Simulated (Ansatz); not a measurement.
Consider the ligand exchange at a P–O bond: `PO[AsH2]` + `O[SiH3]` → `[SiH3]OP` + `O[AsH2]`.

Gas-phase electronic energies from Ansatz, PBE0-D4/def2-TZVP geometries. CCSD(T)/CBS is the MP2 limit (def2-TZVPP, def2-QZVPP) plus CCSD(T) − MP2 in def2-TZVPP, frozen cores. DFT in def2-TZVPP. For As outer-core shells are correlated without core-valence functions, which leaves a few kJ/mol of doubt a bond. Scalar relativity is left out up to krypton. One conformer a species, not always the lowest.

```tsv
level	ΔE (eV)
BLYP-D4	-0.02
CCSD/CBS(def2)	-0.03
```

Q: What does CCSD(T)/CBS give? (Best estimate.)

A: The calculation gave: -0.02 eV. The listed levels differ from it by 0.00, -0.01 eV.

Largest T1 diagnostic among the species: 0.013.

Leaving LDA and LC-ωPBE aside and taking each functional with its dispersion term where it has one, the values, not all of them listed here, spread over 0.03 eV, from BHLYP-D4 to revPBE-D4. In def2-TZVPP, CCSD(T) changes the Hartree–Fock value by +0.04 eV (the triples alone add +0.01 eV) and MP2 by +0.06 eV.
